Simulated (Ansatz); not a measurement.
Reactions of `C[N](C)[Zn][Cl]`.

Calculated with Ansatz (gas phase, PBE0-D4/def2-TZVP geometries, no zero-point term in ΔE). CCSD(T)/CBS adds triple-zeta CCSD(T) − MP2 to the extrapolated MP2 energy (def2 sets, frozen cores). This one scheme is used for every species, atoms too. No spin–orbit coupling; open shells (•) take unrestricted orbitals. Spin–orbit coupling would lower the free atoms: a little for C, Cl. For Zn outer-core shells are correlated without core-valence functions, so the limit isn't a true one: a few kJ/mol of doubt a bond, and 10 to 20 or more in all where bonds break to atoms. Scalar relativity is left out up to krypton. Each species was taken in one conformer, which may not be the lowest.

(1) Order these by ΔE at CCSD(T)/CBS, lowest first. (Best estimate.)
A. `C[N](C)[Zn][Cl]` + CH₃OH → `C[O][Zn][Cl]` + `CNC`
B. `C[N](C)[Zn][Cl]` → `C[N]C`• + `[Cl][Zn]`•
C. `C[N](C)[Zn][Cl]` + H₂ → `C[N](C)[ZnH]` + HCl
D. `C[N](C)[Zn][Cl]` + HCl → `[Cl][Zn][Cl]` + `CNC`
E. `C[N](C)[Zn][Cl]` → 2 C• + Cl• + 6 H• + N• + Zn (atom)
F. `C[N](C)[Zn][Cl]` + H–F → `[F][Zn][Cl]` + `CNC`
G. `C[N](C)[Zn][Cl]` + CH₄ → `[CH3][Zn][N](C)C` + HCl

Largest T1 diagnostic: 0.017, for Zn (atom).

## Answers

(1) D (-126.4 kJ/mol), F (-59.5 kJ/mol), A (-22.4 kJ/mol), C (+115.7 kJ/mol), G (+153.0 kJ/mol), B (+294.5 kJ/mol), E (+3721.4 kJ/mol).
